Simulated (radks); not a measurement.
K, configuration [Ar] 4p1 (not the ground configuration).

Method: non-relativistic Kohn-Sham, PBE, spin-unpolarised, spherical densities, point nucleus; computed with a radial shooting solver on a logarithmic mesh with Libxc functionals.

Energy parts (hartree):
total: -599.64843
kinetic: 599.00884
electron-nucleus: -1422.04387
Hartree: 256.55393
exchange-correlation: -33.16733

Orbitals (lengths in bohr, moments of r in powers of bohr; <r^-3> diverges for s and p1/2; r(max) is where P^2 peaks):
orbital	occ.	eigenvalue (hartree)	<r^-3>	r(max)	<r>	<r^4>
1s	2	-128.8589	-	0.05352	0.08155	0.0002049
2s	2	-12.93450	-	0.3202	0.3900	0.05787
2p	6	-10.34141	152.0	0.2635	0.3514	0.04909
3s	2	-1.34130	-	1.083	1.274	5.855
3p	6	-0.74547	14.18	1.157	1.431	10.85
4p	1	-0.05098	0.4334	5.825	6.781	4567

The highest occupied level is 4p at -1.387 eV. Summed over all electrons, <r^2> = 72.44 bohr^2, which gives a Langevin (diamagnetic) susceptibility term of -57.4 x 10^-6 cm^3/mol. Virial ratio -V/T = 2.00107.
